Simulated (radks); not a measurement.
All-electron atom: Cu II in [Ar] 3d10. All-electron calculation, Dirac Kohn-Sham, PBEsol, spin-unpolarised, spherical densities, finite nucleus; Fermi nuclear charge, rms radius 3.8823 fm. Program: a radial shooting solver on a logarithmic mesh with Libxc functionals.

Unscreened Slater integrals over Kohn-Sham orbitals (cm^-1). Large and small components are both included.

F0(3d5/2,3d5/2): 205450
F2(3d5/2,3d5/2): 91028
F4(3d5/2,3d5/2): 55916
F0(3d5/2,3d3/2): 206370
F2(3d5/2,3d3/2): 91480
G2(3d5/2,3d3/2): 91390
G4(3d5/2,3d3/2): 56150
F0(3d5/2,3p3/2): 230370
F2(3d5/2,3p3/2): 105490
G1(3d5/2,3p3/2): 130360
G3(3d5/2,3p3/2): 78264
F0(3d5/2,3p1/2): 231840
G3(3d5/2,3p1/2): 78649
F0(3d3/2,3d3/2): 207300
F2(3d3/2,3d3/2): 91940
F0(3d3/2,3p3/2): 231510
F2(3d3/2,3p3/2): 106120
G1(3d3/2,3p3/2): 131090
G3(3d3/2,3p3/2): 78727
F0(3d3/2,3p1/2): 233000
G1(3d3/2,3p1/2): 131970
F0(3p3/2,3p3/2): 263280
F2(3p3/2,3p3/2): 130890
F0(3p3/2,3p1/2): 265180
G2(3p3/2,3p1/2): 131690
F0(3p1/2,3p1/2): 267130
